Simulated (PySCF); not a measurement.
**Electron correlation in Nb³⁺ (niobium, charge +3)**

Starting occupation: [Kr] 4d2, 4d3/2 with m_j = +1/2, +3/2. Calculation: PySCF 2.14, in x2c-TZVPall-2c (8s9p7d1f, 77 functions); X2C-1e with screened-nucleus spin-orbit coupling, Gaussian nucleus. Frozen: [Ar] 3d10; 10 electrons correlated; the 6 highest virtual spinors left out.

MP2 pair energies summed by pair of shells (mhartree):

```tsv
pair	energy	share (%)
4p-4p	-99.75	52.1
4d-4p	-53.70	28.1
4p-4s	-23.86	12.5
4d-4s	-5.63	2.9
4s-4s	-5.42	2.8
4d-4d	-2.94	1.5
```

Total MP2 correlation energy: -191.31 mhartree.

The GHF reference relaxed away from the jj start to a determinant that is no pure jj level (⟨S²⟩ = 1.97, ⟨J²⟩ = 7.28); the energies belong to that determinant.

This basis was not built for core-valence correlation, so the inner-shell part is incomplete.
